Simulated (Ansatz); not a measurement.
```yaml
crystal:
  periodic: [false, false, false]
  atoms:
    - {symbol: Cl, position_ang: [-0.446926, -0.467767, 2.228072]}
    - {symbol: Sn, position_ang: [0.028242, -0.037726, 0.014177]}
    - {symbol: Cl, position_ang: [1.863877, -1.321495, -0.528448]}
    - {symbol: I, position_ang: [-2.027162, -0.768652, -1.482507]}
    - {symbol: I, position_ang: [0.631869, 2.522038, -0.272595]}
basis:
  gaussian: {orbitals: def2-mTZVP}
hamiltonian: {xc: {name: M06-2X}}
output: {forces: true}
```

```sh
$ ansatz run in.yaml --threads 8 --pin off --events-out ev --progress --plain --max-ram 20889MiB
```

Shortened log:

```
Error: YAML parse error: error: line 11 column 19: hamiltonian.xc: no functional is named "M06-2X"; the names, which are not case-sensitive, are SVWN5, SPW92, PBE, PBE0, PBEsol, revPBE, revPBE0, RPBE, rPW86-PBE, HSE06, wPBEh, LC-wPBE, HISS, HF, BLYP, B3LYP, B3LYP5, BHLYP, CAM-B3LYP, r2SCAN, r2SCANh, r2SCAN0, r2SCAN50, m-r2SCAN, B97, wB97, wB97X, wB97X-V, B97M-V, wB97M-V, B2PLYP, B2GP-PLYP, PBE0-DH, PBE-QIDH
 9 | basis:
10 |   gaussian: {orbitals: def2-mTZVP}
11 | hamiltonian: {xc: {name: M06-2X}}
12 | output: {forces: true}
```

Question: What is wrong with this run?

Answer: The method's name isn't one that the program takes here. The program refused the input.

HSE06 is defined as in plane-wave codes.
